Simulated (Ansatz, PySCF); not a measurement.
The pair A = AlH3 (SMILES [AlH3]) (first 4 atoms), B = CHN (SMILES C#N); geometry from B3LYP-D3(BJ)/def2-TZVP.
(charge 0, multiplicity 1):
```xyz
7

Al    -0.1616     0.3641     0.2628
H      1.2536     0.8243    -0.2996
H     -1.2365     1.4889     0.5949
H     -0.6908    -1.0821    -0.1362
C      0.7414    -0.2931     3.2649
N      0.4196    -0.0606     2.1962
H      1.0429    -0.5105     4.2659
```

Correlated levels freeze the cores. CBS(a, b) extrapolates the correlation energy as X⁻³ and adds the Hartree–Fock energy of set b.

The values were computed with Ansatz (Gaussian orbitals); PySCF for the dispersion terms. Values without a source in brackets are computed.

The monomers are drawn apart, rigid, along the line of their centres of mass. Counterpoise-corrected interaction energies (kcal/mol):

| level | R = 3.500 Å | R = 4.325 Å |
|---|---|---|
| PBE/def2-TZVPPD | -9.8584 | -3.8598 |
| PBE-D3(BJ)/def2-TZVPPD | -10.5906 | -4.2448 |
| wB97M-V/def2-TZVPPD | -10.6166 | -4.2022 |
| CCSD(T)/CBS(aug-cc-pV(D+d)Z, aug-cc-pV(T+d)Z) | -10.5229 | -4.2704 |

Question: R is the distance of the centres of mass. Find the local exponent m of E ∝ R⁻ᵐ between the two points.

Answer: 
m = ln(E₁/E₂)/ln(R₂/R₁): PBE/def2-TZVPPD 4.4; PBE-D3(BJ)/def2-TZVPPD 4.3; wB97M-V/def2-TZVPPD 4.4; CCSD(T)/CBS(aug-cc-pV(D+d)Z, aug-cc-pV(T+d)Z) 4.3. For scale, two fixed dipoles give m = 3, dipole and quadrupole 4, quadrupoles 5, and dispersion or dipole-induced dipole 6 at long range; at these distances several terms mix, and what is left of overlap and damping shifts m, so it need not match one of them.

Ansatz is a first-principles code.
